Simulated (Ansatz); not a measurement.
FGeH, SMILES `[F][GeH]`. Charge 0, multiplicity 1.

Problem. What are the harmonic wavenumbers in cm⁻¹ at PBE0-D4/def2-TZVP (Ansatz, finite differences of forces, unscaled)? (An estimate is asked.)

Solution. Ansatz gave: 668, 767, 1874.

Problem. Is this a minimum?

Solution. Yes, all 3 modes are real.

Problem. Give the ideal-gas thermochemistry at 298.15 K and 1 bar (rigid rotor, harmonic oscillator; point group Cs, symmetry number 1).

Solution. Zero-point energy 19.8 kJ/mol; H(298) − E = 30.3 kJ/mol; entropy 252.4 J/(mol·K), of which translation 165.3, rotation 84.6, vibration 2.4; G(298) − E = -45.0 kJ/mol.
